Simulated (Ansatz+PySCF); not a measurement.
A calculation with Ansatz (development build ahead of 0.2.0).

```yaml
crystal:
  periodic: [false, false, false]
  atoms:
    - { symbol: H, position_ang: [2.25914, -0.00302, 0.3683] }
    - { symbol: H, position_ang: [2.26656, 0.00219, -0.36764] }
    - { symbol: H, position_ang: [0.00309, 2.26349, 0.36614] }
    - { symbol: H, position_ang: [0.00019, 2.25984, -0.36593] }
    - { symbol: H, position_ang: [-2.26298, -0.00265, 0.37424] }
    - { symbol: H, position_ang: [-2.26624, 0.00351, -0.36935] }
    - { symbol: H, position_ang: [0.00298, -2.26419, 0.36626] }
    - { symbol: H, position_ang: [-0.00412, -2.26152, -0.37256] }
basis:
  gaussian: { orbitals: def2-SVP }
hamiltonian:
  xc: hf
output:
  forces: true
```

The input is written out in the form of the current development build from the run's settings.

The run gave:

```yaml
Converged: yes
Total_energy: -4.51429 hartree
```

Forces (eV/Å):
```
atom      Fx      Fy      Fz
  H1   0.013  -0.003   0.417
  H2   0.021   0.003  -0.417
  H3   0.002   0.020   0.582
  H4  -0.002   0.014  -0.582
  H5  -0.017  -0.001   0.106
  H6  -0.018   0.001  -0.106
  H7   0.003  -0.018   0.298
  H8  -0.003  -0.016  -0.298
```
